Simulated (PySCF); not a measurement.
**Cr²⁺ (chromium, charge +2): UHF calculation**

Configuration: [Ar] 3d3 4p1, one real determinant (an excited configuration). Calculation: PySCF 2.14, in x2c-QZVPPall; the spin-free X2C one-electron Hamiltonian (Gaussian nucleus).

- Total energy: -1048.495595 hartree
- One-electron energy: -1421.3618 hartree
- Hartree (Coulomb) energy: 420.2065 hartree
- Exchange energy: -47.3403 hartree
- ⟨S²⟩: 6.0025
- ⟨L²⟩: 14.032
- Sum of ⟨r⟩: 16.08 bohr
- Sum of ⟨r²⟩: 24.01 bohr²
- Traceless quadrupole moment −½Σ⟨3z² − r²⟩ along its main axis: -4.26 e·bohr²
- Langevin diamagnetic susceptibility: -19.0 ×10⁻⁶ cm³/mol

```json
{"shell": "1s α", "electrons": "1", "mean orbital energy (eV)": "-6073.7", "spread (eV)": "0", "rms radius, mean of both spins (bohr)": "0.0734"}
{"shell": "1s β", "electrons": "1", "mean orbital energy (eV)": "-6073.6", "spread (eV)": "0", "rms radius, mean of both spins (bohr)": "0.0734"}
{"shell": "2s α", "electrons": "1", "mean orbital energy (eV)": "-756.86", "spread (eV)": "0", "rms radius, mean of both spins (bohr)": "0.316"}
{"shell": "2s β", "electrons": "1", "mean orbital energy (eV)": "-754.63", "spread (eV)": "0", "rms radius, mean of both spins (bohr)": "0.316"}
{"shell": "2p α", "electrons": "3", "mean orbital energy (eV)": "-638.10", "spread (eV)": "0.104", "rms radius, mean of both spins (bohr)": "0.287"}
{"shell": "2p β", "electrons": "3", "mean orbital energy (eV)": "-635.80", "spread (eV)": "0.129", "rms radius, mean of both spins (bohr)": "0.287"}
{"shell": "3s α", "electrons": "1", "mean orbital energy (eV)": "-125.55", "spread (eV)": "0", "rms radius, mean of both spins (bohr)": "0.953"}
{"shell": "3s β", "electrons": "1", "mean orbital energy (eV)": "-118.57", "spread (eV)": "0", "rms radius, mean of both spins (bohr)": "0.953"}
{"shell": "3p α", "electrons": "3", "mean orbital energy (eV)": "-90.766", "spread (eV)": "0.111", "rms radius, mean of both spins (bohr)": "1.02"}
{"shell": "3p β", "electrons": "3", "mean orbital energy (eV)": "-82.274", "spread (eV)": "0.445", "rms radius, mean of both spins (bohr)": "1.02"}
{"shell": "3d α", "electrons": "3", "mean orbital energy (eV)": "-40.788", "spread (eV)": "0.182", "rms radius, mean of both spins (bohr)": "1.22"}
{"shell": "4p α", "electrons": "1", "mean orbital energy (eV)": "-18.682", "spread (eV)": "0", "rms radius, mean of both spins (bohr)": "3.28"}
```

⟨L²⟩ = 14.03 against 20 for a pure G term, so this real determinant mixes terms.

Densities and radii are taken from the X2C orbitals without a picture-change correction, which distorts them close to the nucleus.

Spin-orbit constants ζ (cm⁻¹) from the X2C one-electron operator on these orbitals: bare nucleus, nucleus screened by l(l+1)(2l+1)/3 electrons, and screened by the Breit-Pauli mean field of the electrons.

```json
{"shell": "2p", "bare": "49390", "screened nucleus": "45270", "mean field": "43400"}
{"shell": "3p", "bare": "5937", "screened nucleus": "5442", "mean field": "5184"}
{"shell": "3d", "bare": "542.5", "screened nucleus": "316.5", "mean field": "282.4"}
{"shell": "4p", "bare": "492.7", "screened nucleus": "451.7", "mean field": "428.2"}
```

To first order the Landé constant is A = 79.72 cm⁻¹, so the lowest level has J = 2 and lies 0.0988 eV below the centre of the term. This holds in LS coupling only.
